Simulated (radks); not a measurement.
Results of a calculation; reference values are marked as such.
Task: Mean orbital radii <r> (bohr) of the iridium ion Ir+, [Xe] 4f14 5d7 6s1, of relativity; Dirac values are averaged over j with weights 2j + 1. Spin-unpolarised spherical Kohn-Sham, PBE, point nucleus unless stated (finite: rms radius 5.4032 fm), a radial shooting solver on a logarithmic mesh with Libxc functionals. A level marked "c x" has the speed of light scaled by that factor and shares open shells by 2j + 1; other Dirac levels either fill j = l - 1/2 first or share by 2j + 1.

shell  non-rel.
2p      0.07011
3s       0.2098
3p       0.2001
3d       0.1750
4s       0.4644
4p       0.4696
4d       0.4808
5s        1.078
4f       0.5213
5p        1.179
5d        1.630
6s        3.017

Give the values at the level "Dirac, c x 3".

Result: 
shell  Dirac, c x 3  change of magnitude (%)
2p          0.06964                    -0.67
3s           0.2078                    -0.99
3p           0.1990                    -0.52
3d           0.1748                    -0.12
4s           0.4601                    -0.93
4p           0.4674                    -0.47
4d           0.4805                    -0.06
5s            1.068                    -0.95
4f           0.5227                    +0.28
5p            1.174                    -0.43
5d            1.634                    +0.26
6s            2.985                    -1.06
